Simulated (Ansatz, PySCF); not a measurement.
TiOF, SMILES [Ti](=[O])[F] (connectivity only; charge and spin as stated), neutral, multiplicity 2. Atoms are numbered in the order given.

```xyz
3

Ti     0.3788     0.1144     0.0000
O     -0.4464     1.5019     0.0000
F     -0.3765    -1.5541     0.0000
```
Charge 0, spin multiplicity 2.

Geometry: PBE0-D3(BJ)/def2-TZVP. The spin state was assumed, not searched.

Two levels are set side by side: PBE-D3(BJ)/def2-TZVP (Ansatz, a program for electronic structure) and PBE0-D3(BJ)/def2-TZVP (Ansatz). Each level has its own optimised geometry; the coordinates shown are those of the second. Frequencies come from the Hessian of PySCF at each geometry. Differences are taken from unrounded values.

| quantity | PBE0-D3(BJ) |
|---|---|
| mean bond length (Å) | 1.723 |
| bond Ti1–O2 (Å) | 1.614 |
| bond Ti1–F3 (Å) | 1.832 |
| highest harmonic wavenumber (cm⁻¹) | 1050 |
| mean harmonic wavenumber (cm⁻¹) | 612 |
| zero-point energy (kcal/mol) | 2.62 |

### Question
What does PBE-D3(BJ) give, and how far is it from PBE0-D3(BJ)? (The exact figures need the calculation; the answer reports its results.)

### Answer

```
quantity                            PBE-D3(BJ)  PBE-D3(BJ) minus PBE0-D3(BJ)
----------------------------------  ----------  ----------------------------
mean bond length (Å)                     1.712                        -0.011
bond Ti1–O2 (Å)                          1.621                         0.007
bond Ti1–F3 (Å)                          1.802                        -0.029
highest harmonic wavenumber (cm⁻¹)        1017                           -33
mean harmonic wavenumber (cm⁻¹)            638                            27
zero-point energy (kcal/mol)              2.74                          0.11
```
